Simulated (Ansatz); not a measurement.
```yaml
crystal:
  periodic: [false, false, false]
  atoms:
    - {symbol: O, position_ang: [1.776923, 0.708263, -0.630460]}
    - {symbol: B, position_ang: [1.057573, -0.138147, 0.132930]}
    - {symbol: F, position_ang: [1.755168, -0.962282, 0.903174]}
    - {symbol: Ge, position_ang: [-1.023162, -0.225570, 0.173810]}
    - {symbol: H, position_ang: [1.242803, 1.290053, -1.175228]}
    - {symbol: H, position_ang: [-1.563438, 0.082979, 1.579004]}
    - {symbol: H, position_ang: [-1.625134, 0.805152, -0.802461]}
    - {symbol: H, position_ang: [-1.528534, -1.617548, -0.236569]}
basis:
  gaussian: {orbitals: def2-TZVPD, final_grid: {core_spheres: 5, valence_spheres: 4, degree: 11}}
magnetization: {spin_polarized: true, initial_magnetization: 4}
hamiltonian: {xc: {name: PBE}}
accuracy: high
```

```sh
$ ansatz run in.yaml --threads 2 --pin off --events-out ev --progress --plain --max-ram 4352MiB
```

It prints (some lines left out):

```
Functional definition: PBE
3363 factors; integrals over basis functions are off by at most 4.7e-9 eV
mean field evaluation 1: about -61990.6048 eV, gradient 5.3e1 eV
mean field evaluation 2: about -61797.6521 eV, gradient 1.6e2 eV
mean field evaluation 4: about -61969.4087 eV, gradient 6.8e1 eV
mean field evaluation 8: about -62001.0399 eV, gradient 9.5e0 eV
mean field evaluation 16: about -62001.5014 eV, gradient 4.9e0 eV
mean field evaluation 32: about -62001.6949 eV, gradient 1.3e-7 eV
mean field -62001.69487423 eV, -2278.5202603697 hartree, gradient 2.1e-8 eV, S^2 6.007234; 10 other end points of the search recorded, 0 dependent functions left out
reference -62001.69487896 eV, -2278.5202605434 hartree; 31, 27 occupied and 176, 180 virtual orbitals, 3363 factors
Total energy: -62001.69487896 eV, -2278.5202605434 hartree
```

(1) Something in this input is off. What?

Answers

(1) The spin is set far too high for this molecule. The calculation finished and met its thresholds. The result belongs to that input, not to the molecule as meant.
